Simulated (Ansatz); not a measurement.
## The standard entropy of KI (Potassium Iodide) from a frequency calculation

A linear singlet with charge 0, relaxed at HF/6-311G** (Ansatz 0.2.0):

```xyz
2

K    -0.1167    0.0715   -0.0520
I     0.0184   -0.0559    3.1080
```

Harmonic wavenumbers in cm⁻¹: 173.

Masses in u: K 39.098, I 126.904. Take T = 298.15 K, p = 1 bar, R = 8.3145 J/(mol K), kT/hc = 207.22 cm⁻¹, rigid rotor and harmonic oscillator.

Q: Work out S° at 298 K.

A: 
1. Translation (Sackur–Tetrode): S = R[3/2 ln M + 5/2 ln T − 1.1517] with M = 166.002 gives 172.6 J/(mol K).
2. Rotation: the moment of inertia is 299.494 u Å², so B = 16.8576/I = 0.0563 cm⁻¹; σ = 1; q = kT/(σhcB) = 3680.6; S = R(ln q + 1) = 76.6.
3. Vibration: with u = ν̃/207.22, each mode gives R[u/(eᵘ − 1) − ln(1 − e⁻ᵘ)]; the sum is 10.1, most from 173 cm⁻¹ (10.1).
4. Spin: R ln 1 = 0.0.
5. Sum: 172.6 + 76.6 + 10.1 + 0.0 = 259.3 J/(mol K).

No measured value is set beside it here.
